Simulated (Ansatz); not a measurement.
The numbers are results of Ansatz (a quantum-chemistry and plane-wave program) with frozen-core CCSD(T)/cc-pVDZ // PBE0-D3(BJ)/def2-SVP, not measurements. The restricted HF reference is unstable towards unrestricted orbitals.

Ansatz 0.2 input:
```yaml
crystal:
  periodic: [false, false, false]
  atoms:
    - { symbol: C, position_ang: [-0.705678, 2.50733, -0.397907] }
    - { symbol: O, position_ang: [-1.242716, 1.218319, -0.543811] }
    - { symbol: C, position_ang: [-0.492614, 0.158231, -0.197002] }
    - { symbol: C, position_ang: [-1.0309, -1.112405, -0.27854] }
    - { symbol: Si, position_ang: [-2.761991, -1.509653, -0.833944] }
    - { symbol: S, position_ang: [0.112806, -2.329504, 0.207573] }
    - { symbol: C, position_ang: [1.322461, -1.147247, 0.527764] }
    - { symbol: C, position_ang: [2.667465, -1.195237, 0.990287] }
    - { symbol: C, position_ang: [3.203233, 0.059382, 1.072376] }
    - { symbol: S, position_ang: [2.10533, 1.309819, 0.597011] }
    - { symbol: C, position_ang: [0.860155, 0.144572, 0.266699] }
    - { symbol: H, position_ang: [-0.441852, 2.721631, 0.651725] }
    - { symbol: H, position_ang: [-1.484746, 3.211094, -0.716781] }
    - { symbol: H, position_ang: [0.183293, 2.652088, -1.03538] }
    - { symbol: H, position_ang: [-3.777866, -0.860052, 0.048029] }
    - { symbol: H, position_ang: [-2.932475, -2.992719, -0.761055] }
    - { symbol: H, position_ang: [-3.001253, -1.061595, -2.238916] }
    - { symbol: H, position_ang: [3.208982, -2.10515, 1.248171] }
    - { symbol: H, position_ang: [4.208369, 0.331095, 1.393703] }
basis:
  gaussian: { orbitals: cc-pVDZ }
correlation:
  method: ccsd_t
```

Output:

```
Functional definition: HF
1963 factors; integrals over basis functions are off by at most 1.1e-3 eV
mean field evaluation 1: about -38868.1410 eV, gradient 3.6e1 eV
mean field evaluation 2: about -38868.6122 eV, gradient 3.6e1 eV
mean field evaluation 4: about -38873.0927 eV, gradient 6.2e0 eV
mean field evaluation 8: about -38873.2183 eV, gradient 5.1e-1 eV
mean field evaluation 16: about -38868.1415 eV, gradient 3.6e1 eV
mean field -38873.22010556 eV, -1428.5644896644 hartree, gradient 2.8e-6 eV, S^2 0.000000; 0 other end points of the search recorded, 0 dependent functions left out; unrestricted orbitals would lower it
23 core orbitals not correlated
reference -38873.22010556 eV, -1428.5644896644 hartree; 29, 29 occupied and 154, 154 virtual orbitals, 1963 factors
second order -40.22492668 eV of doubles, -0.00000000 eV of singles
cycle   1  -40.45248499 eV  change   -2.3e-1 eV  update   1.8e-1
cycle   2  -41.71837064 eV  change    -1.3e0 eV  update   5.5e-2
cycle   3  -42.01915431 eV  change   -3.0e-1 eV  update   2.6e-2
cycle   4  -42.01077075 eV  change    8.4e-3 eV  update   7.0e-3
cycle   5  -42.00884176 eV  change    1.9e-3 eV  update   3.7e-3
cycle   6  -42.01027896 eV  change   -1.4e-3 eV  update   1.3e-3
cycle   7  -42.00944771 eV  change    8.3e-4 eV  update   6.4e-4
cycle   8  -42.00907473 eV  change    3.7e-4 eV  update   2.5e-4
cycle   9  -42.00912944 eV  change   -5.5e-5 eV  update   1.2e-4
cycle  10  -42.00916002 eV  change   -3.1e-5 eV  update   4.0e-5
perturbative correction -1.81906754 eV, -0.0668494993 hartree
Total energy: -38917.04833312 eV, -1430.1751473194 hartree
```

Cost: roughly 14 core-minutes.
